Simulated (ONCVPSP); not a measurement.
Re: one change to an ONCV potential, before and after

Re, optimised norm-conserving Vanderbilt (ONCV), made with ONCVPSP 4.0.1 (PBE, scalar-relativistic). Core [Kr] 4d10 4f14, reference 5s2 5p6 5d5 6s1.5 (charge +0.5). Waves: 5s+6s: rc 1.65 bohr, ncon 3, nbas 7, qcut 6 1/bohr, 2 projectors; 5p: rc 1.65 bohr, ncon 4, nbas 8, qcut 7.5 1/bohr, 3 projectors, debl 1.5 Ha; 5d: rc 1.85 bohr, ncon 4, nbas 8, qcut 5.5 1/bohr, 2 projectors, debl 3 Ha. Local part: polynomial inside 1.35 bohr (lpopt 1, dvloc0 1 Ha). Core correction: Teter function, fcfact 4.75, rcfact 1.45.

In the p channel the program set the typed energies aside and used -1.866, 0.250, 1.750 Ha.

Change: s: rc 2.14.

Cutoffs: the cutoffs (Ha) at which the residual kinetic energy of the hardest occupied pseudo-wave falls to 1 and 0.1 mHa per electron; they do not see the model core or the augmentation charge, which bear on the density cutoff. Errors are all-electron minus pseudo energies relative to the spin-unpolarised reference configuration.

Problem. How do hardness, ghosts and transferability respond?

Solution. The potential gets neither clearly harder nor softer (19 Ha and 35 Ha → 19 Ha and 35 Ha); the p channel sets the loose cutoff, while the largest relative change is in s, which becomes softer; of the 4 tests that both files solve, the error grows in 1 and shrinks in 0 by more than 15 % and 0.3 meV (median size 7.6 → 9.4 meV); neither file shows a bound ghost.

```tsv
quantity	base	changed
cutoff, loose	19 Ha	19 Ha
cutoff, tight	35 Ha	35 Ha
loose cutoff by channel	s 14 Ha, p 19 Ha, d 14 Ha	s 7.2 Ha, p 19 Ha, d 14 Ha
bound ghosts	none	none
GHOST(+) flags under 300 eV	none	none
error for 5s2 5p6 5d5 6s2, meV [ΔE -3.78 eV]	+0.9	+0.8
error for 5s2 5p6 5d5 6s1, meV [ΔE 5.47 eV]	-2.3	-2.6
error for 5s2 5p6 5d5 6s0, meV [ΔE 21.79 eV]	-13	-16
error for 5s2 5p6 5d3 6s0, meV [ΔE 88.28 eV]	-48	-50
p: phases at 1.68 bohr within 0.05 rad from the reference energy up to (Ha; the scan ends near 5)	to the end of the scan	to the end of the scan
d: phases at 1.88 bohr within 0.05 rad from the reference energy up to (Ha; the scan ends near 5)	to the end of the scan	to the end of the scan
rms error of d²Exc/dni dnj with the model core, mHa	1.54	1.78
```
